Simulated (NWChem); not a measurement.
Program: NWChem. System: C3H2F4, charge 1, spin multiplicity 2, at the geometry of a parent with another charge or spin, in a state set for the comparison that need not be this species' ground state. Its SCF solution wasn't tested for a lower state. Level: UHF/def2-SVP.

Input file:

```
start mol
memory heap 200 mb stack 900 mb global 1100 mb
charge 1
geometry units angstroms nocenter noautoz noautosym
  C      1.897767    -0.545966    -0.427383
  C      0.900915     0.129608     0.124739
  F      1.083465     1.131444     0.974545
  C     -0.565714    -0.122051    -0.113241
  F     -1.181855    -0.435830     1.025750
  F     -1.157752     0.966252    -0.603227
  F     -0.745611    -1.119608    -0.974139
  H      1.686132    -1.359813    -1.119158
  H      2.931831    -0.290058    -0.191896
end
basis spherical
  * library def2-svp
end
scf
  uhf
  nopen 1
  maxiter 100
  thresh 1e-7
  semidirect memsize 60000000 filesize 0
  # guess.movecs holds the orbitals of an unrestricted PBE0 run
  vectors input guess.movecs output mol.movecs
end
task scf energy
```

Part of the output:

```
             Northwest Computational Chemistry Package (NWChem) 7.3.0
             --------------------------------------------------------

                                NWChem Input Module
                                -------------------

 Scaling coordinates for geometry "geometry" by  1.889725989
 (inverse scale =  0.529177249)

                             Geometry "geometry" -> ""
                             -------------------------

 Output coordinates in angstroms (scale by  1.889725989 to convert to a.u.)

  No.       Tag          Charge          X              Y              Z
 ---- ---------------- ---------- -------------- -------------- --------------
    1 C                    6.0000     1.89776700    -0.54596600    -0.42738300
    2 C                    6.0000     0.90091500     0.12960800     0.12473900
    3 F                    9.0000     1.08346500     1.13144400     0.97454500
    4 C                    6.0000    -0.56571400    -0.12205100    -0.11324100
    5 F                    9.0000    -1.18185500    -0.43583000     1.02575000
    6 F                    9.0000    -1.15775200     0.96625200    -0.60322700
    7 F                    9.0000    -0.74561100    -1.11960800    -0.97413900
    8 H                    1.0000     1.68613200    -1.35981300    -1.11915800
    9 H                    1.0000     2.93183100    -0.29005800    -0.19189600

 Effective nuclear repulsion energy (a.u.)     334.2610803609

            Nuclear Dipole moment (a.u.)
            ----------------------------
        X                 Y               Z
 ---------------- ---------------- ----------------
    -0.0000113384    -0.0000056692    -0.0000056692


 Summary of "ao basis" -> "" (spherical)
 ------------------------------------------------------------------------------
       Tag                 Description            Shells   Functions and Types
 ---------------- ------------------------------  ------  ---------------------
 *                          def2-svp                  on all atoms

 Summary of "ao basis" -> "ao basis" (spherical)
 ------------------------------------------------------------------------------
[...]
         -50.391189047073         -95.772700730346         814.770940364329

  Mulliken analysis of the total density
  --------------------------------------

    Atom       Charge   Shell Charges
 -----------   ------   -------------------------------------------------------
    1 C    6     5.84   1.99  0.94  0.27  1.94  0.67  0.03
    2 C    6     5.68   1.99  0.98  0.21  1.87  0.54  0.10
    3 F    9     9.17   1.99  1.15  0.79  3.30  1.93  0.01
    4 C    6     5.02   1.99  0.90 -0.09  1.79  0.22  0.21
    5 F    9     9.24   1.99  1.14  0.80  3.33  1.97  0.01
    6 F    9     9.24   1.99  1.14  0.80  3.33  1.97  0.01
    7 F    9     9.25   1.99  1.14  0.80  3.33  1.98  0.01
    8 H    1     0.78   0.70  0.05  0.03
    9 H    1     0.78   0.70  0.05  0.03

  Mulliken analysis of the alpha density
  --------------------------------------

    Atom       Charge   Shell Charges
 -----------   ------   -------------------------------------------------------
    1 C    6     3.21   0.99  0.48  0.16  1.13  0.43  0.02
    2 C    6     3.08   0.99  0.49  0.13  1.07  0.34  0.05
    3 F    9     4.62   1.00  0.58  0.40  1.69  0.96  0.01
    4 C    6     2.48   0.99  0.45 -0.05  0.89  0.10  0.11
    5 F    9     4.62   1.00  0.57  0.40  1.67  0.99  0.01
    6 F    9     4.62   1.00  0.57  0.40  1.67  0.99  0.01
    7 F    9     4.63   1.00  0.57  0.40  1.67  0.99  0.01
    8 H    1     0.37   0.34  0.02  0.02
    9 H    1     0.37   0.34  0.02  0.02

   Mulliken analysis of the beta density
   -------------------------------------

    Atom       Charge   Shell Charges
 -----------   ------   -------------------------------------------------------
    1 C    6     2.62   1.00  0.46  0.11  0.80  0.24  0.01
    2 C    6     2.60   1.00  0.48  0.08  0.80  0.21  0.05
    3 F    9     4.56   1.00  0.57  0.40  1.62  0.97  0.01
    4 C    6     2.54   0.99  0.45 -0.04  0.90  0.12  0.10
    5 F    9     4.62   1.00  0.57  0.40  1.66  0.99  0.01
    6 F    9     4.62   1.00  0.57  0.40  1.66  0.99  0.01
    7 F    9     4.63   1.00  0.57  0.40  1.67  0.99  0.01
    8 H    1     0.41   0.36  0.03  0.01
    9 H    1     0.41   0.36  0.03  0.01

   Mulliken analysis of the spin density
   -------------------------------------

    Atom       Charge   Shell Charges
 -----------   ------   -------------------------------------------------------
    1 C    6     0.59  -0.00  0.01  0.05  0.33  0.19  0.00
    2 C    6     0.48  -0.00  0.01  0.05  0.27  0.13  0.01
    3 F    9     0.06   0.00  0.01 -0.00  0.07 -0.01 -0.00
    4 C    6    -0.06  -0.00 -0.01 -0.01 -0.02 -0.02  0.00
    5 F    9     0.01  -0.00  0.00 -0.00  0.01 -0.00 -0.00
    6 F    9     0.01  -0.00  0.00 -0.00  0.01 -0.00 -0.00
    7 F    9     0.00  -0.00 -0.00  0.00  0.00  0.00 -0.00
    8 H    1    -0.04  -0.03 -0.01  0.00
    9 H    1    -0.04  -0.03 -0.02  0.00

       Multipole analysis of the density wrt the origin
       ------------------------------------------------

     L   x y z        total         alpha         beta         nuclear
     -   - - -        -----         -----         ----         -------
     0   0 0 0      1.000000    -28.000000    -27.000000     56.000000

     1   1 0 0      3.111883      0.227037      2.884858     -0.000011
     1   0 1 0     -0.743526     -0.225893     -0.517627     -0.000006
     1   0 0 1     -0.573795     -0.186937     -0.386852     -0.000006

     2   2 0 0    -14.690463   -154.353631   -146.168036    285.831204
     2   1 1 0     -2.880004     -9.514978    -10.751342     17.386316
     2   1 0 1     -2.232318     -9.855141    -10.794498     18.417320
     2   0 2 0    -25.036513    -79.205201    -77.344223    131.512911
     2   0 1 1      0.698109    -23.900486    -24.067267     48.665861
     2   0 0 2    -25.374330    -71.454063    -69.580440    115.660173

 Task  times  cpu:       11.3s     wall:       11.3s

 Total times  cpu:       11.4s     wall:       11.4s
```
